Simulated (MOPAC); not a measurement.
Job for MOPAC: PM7 on CH5MgN (SMILES [CH3][Mg][NH2]), a point of a bond scan (R = 1.364 Å).

```
PM7 1SCF PRECISE CHARGE=0 THREADS=1
CH5MgN

Mg     0.00826456 1    -0.04712997 1     0.03044101 1
C     -0.28026958 1     1.67368275 1    -1.11114769 1
H     -1.04623442 1     2.32029198 1    -0.67380073 1
H     -0.60167589 1     1.43347148 1    -2.12823459 1
H      0.63653762 1     2.26428122 1    -1.18905058 1
N      0.26979219 1    -1.61137839 1     1.07033147 1
H      1.09792589 1    -2.65437933 1     0.77429773 1
H     -0.17795435 1    -1.83096121 1     1.94931248 1
```

Program output:

```
*******************************************************************************
 **                                                                           **
 **                              MOPAC v23.2.5                                **
 **                                                                           **
 *******************************************************************************
 ** MOPAC's Digital Object Identifier: https://doi.org/10.5281/zenodo.6511958 **
 **                                                                           **
 ** Please cite the open-source release paper for use of this MOPAC version:  **
 ** J. E. Moussa and J. J. P. Stewart (2026)                                  **
 ** MOPAC: An open-source semiempirical molecular orbital program             **
 ** J. Open Source Softw., 11(119), 8025, https://doi.org/10.21105/joss.08025 **
 *******************************************************************************

                              PM7 CALCULATION RESULTS

 *******************************************************************************
 *  PM7        - The PM7 Hamiltonian to be used
 *
 *
 *
 *                 CHARGE ON SYSTEM = 0
 *
 *
 *
 *  PRECISE    - TIGHTER CRITERIA TO BE USED
 *  1SCF       - DO 1 SCF AND THEN STOP
 *  THREADS=1  - MULTI-THREADING NOT USED
 *  T=         - A TIME OF 172800.0 SECONDS REQUESTED
 *  DUMP=N     - RESTART FILE WRITTEN EVERY 7200.0 SECONDS REQUESTED
 *******************************************************************************
PM7 1SCF PRECISE CHARGE=0 THREADS=1
 CH5MgN

   ATOM   CHEMICAL          X               Y               Z
  NUMBER   SYMBOL      (ANGSTROMS)     (ANGSTROMS)     (ANGSTROMS)

     1      Mg          0.00826456  *  -0.04712997  *   0.03044101  *
     2       C         -0.28026958  *   1.67368275  *  -1.11114769  *
     3       H         -1.04623442  *   2.32029198  *  -0.67380073  *
     4       H         -0.60167589  *   1.43347148  *  -2.12823459  *
     5       H          0.63653762  *   2.26428122  *  -1.18905058  *
     6       N          0.26979219  *  -1.61137839  *   1.07033147  *
     7       H          1.09792589  *  -2.65437933  *   0.77429773  *
     8       H         -0.17795435  *  -1.83096121  *   1.94931248  *



          CARTESIAN COORDINATES

    NO.       ATOM           X           Y           Z

     1        Mg          0.0083     -0.0471      0.0304
     2         C         -0.2803      1.6737     -1.1111
     3         H         -1.0462      2.3203     -0.6738
     4         H         -0.6017      1.4335     -2.1282
     5         H          0.6365      2.2643     -1.1891
     6         N          0.2698     -1.6114      1.0703
     7         H          1.0979     -2.6544      0.7743
     8         H         -0.1780     -1.8310      1.9493

 General Reference for PM7:
 "Optimization of Parameters for Semiempirical Methods VI: More Modifications to the
 NDDO Approximations and Re-optimization of Parameters", J. J. P. Stewart, J. Mol. Mod., 1:32, 19 (2013)
 https://link.springer.com/article/10.1007/s00894-012-1667-x

           Empirical Formula: C H5 N Mg  =     8 atoms



      MOLECULAR POINT GROUP   :   Cs


      RHF CALCULATION, NO. OF DOUBLY OCCUPIED LEVELS = 8


 -------------------------------------------------------------------------------
 PM7 1SCF PRECISE CHARGE=0 THREADS=1
 CH5MgN



     1SCF WAS SPECIFIED, SO BFGS WAS NOT USED
     SCF FIELD WAS ACHIEVED


                              PM7 CALCULATION
                                                       MOPAC v23.2.5 Linux




          FINAL HEAT OF FORMATION =         75.98014 KCAL/MOL =     317.90092 KJ/MOL


          COSMO AREA              =        104.15 SQUARE ANGSTROMS
          COSMO VOLUME            =         81.80 CUBIC ANGSTROMS

          IONIZATION POTENTIAL    =          7.930662 EV
          HOMO LUMO ENERGIES (EV) =         -7.931  1.677
          NO. OF FILLED LEVELS    =          8
          MOLECULAR WEIGHT        =         55.3622         POINT GROUP:  Cs

          MOLECULAR DIMENSIONS (Angstroms)

            Atom       Atom       Distance
            H     7    H     3     5.60730
            H     8    H     4     3.24969
            H     5    H     4     1.67990


          SCF CALCULATIONS        =          1





   ATOM   CHEMICAL          X               Y               Z
  NUMBER   SYMBOL      (ANGSTROMS)     (ANGSTROMS)     (ANGSTROMS)

     1      Mg          0.00826456  *  -0.04712997  *   0.03044101  *
     2       C         -0.28026958  *   1.67368275  *  -1.11114769  *
     3       H         -1.04623442  *   2.32029198  *  -0.67380073  *
     4       H         -0.60167589  *   1.43347148  *  -2.12823459  *
     5       H          0.63653762  *   2.26428122  *  -1.18905058  *
     6       N          0.26979219  *  -1.61137839  *   1.07033147  *
     7       H          1.09792589  *  -2.65437933  *   0.77429773  *
     8       H         -0.17795435  *  -1.83096121  *   1.94931248  *

                             CARTESIAN COORDINATES

   1   Mg        0.008264560    -0.047129970     0.030441010
   2    C       -0.280269580     1.673682750    -1.111147690
   3    H       -1.046234420     2.320291980    -0.673800730
   4    H       -0.601675890     1.433471480    -2.128234590
   5    H        0.636537620     2.264281220    -1.189050580
   6    N        0.269792190    -1.611378390     1.070331470
   7    H        1.097925890    -2.654379330     0.774297730
   8    H       -0.177954350    -1.830961210     1.949312480


           Empirical Formula: C H5 N Mg  =     8 atoms



      MOLECULAR POINT GROUP   :   Cs


                  EIGENVALUES
 -31.18113 -22.94461 -13.36531 -12.82034 -12.80933 -11.80315 -10.10615  -7.93066
   1.67660   1.96559   2.74868   4.52122   5.89808   6.59711   6.60614   8.07829
   8.29837


              NET ATOMIC CHARGES AND DIPOLE CONTRIBUTIONS

  ATOM NO.   TYPE          CHARGE      No. of ELECS.   s-Pop       p-Pop
    1         Mg           0.935059        1.0649     0.63314     0.43180
    2          C          -0.800876        4.8009     1.03672     3.76416
    3          H           0.143303        0.8567     0.85670
    4          H           0.143086        0.8569     0.85691
    5          H           0.143150        0.8569     0.85685
    6          N          -1.123709        6.1237     1.67965     4.44406
    7          H           0.294303        0.7057     0.70570
    8          H           0.265683        0.7343     0.73432
 DIPOLE           X         Y         Z       TOTAL
 POINT-CHG.     0.288     0.098    -0.528     0.609
 HYBRID        -0.021    -0.442     0.436     0.621
 SUM            0.267    -0.344    -0.092     0.445


          ATOMIC ORBITAL ELECTRON POPULATIONS

     Atom    s        px        py        pz
    1 Mg   0.63314   0.05198   0.25151   0.12831
    2  C   1.03672   1.18620   1.33096   1.24700
    3  H   0.85670
    4  H   0.85691
    5  H   0.85685
    6  N   1.67965   1.60524   1.42084   1.41798
    7  H   0.70570
    8  H   0.73432

 **********************
 *                    *
 * JOB ENDED NORMALLY *
 *                    *
 **********************




 == MOPAC DONE ==
```

The run finished.

Cost: around 0.03 core-seconds (rough).
